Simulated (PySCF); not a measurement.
A structure optimised at B3LYP-D3(BJ)/def2-SVP, used in a PySCF frequency run:

```
C
C 1 1.3376
H 1 1.0954 2 120.94
H 2 1.0957 1 122.57 3 180.00
H 2 1.0977 4 116.01 1 180.00
In 1 2.1372 3 118.76 2 180.00
Cl 6 2.3589 1 125.91 3 0.00
Br 6 2.5033 1 119.65 3 -180.00
```
Charge 0, spin multiplicity 1.

Problem. Write its SMILES, formula and point group.

Solution. C=[CH][In]([Cl])[Br], C2H3BrClIn, Cs

Problem. What are its rotational constants (standard atomic weights)?

Solution. 1.5160, 1.0474, 0.61943 GHz
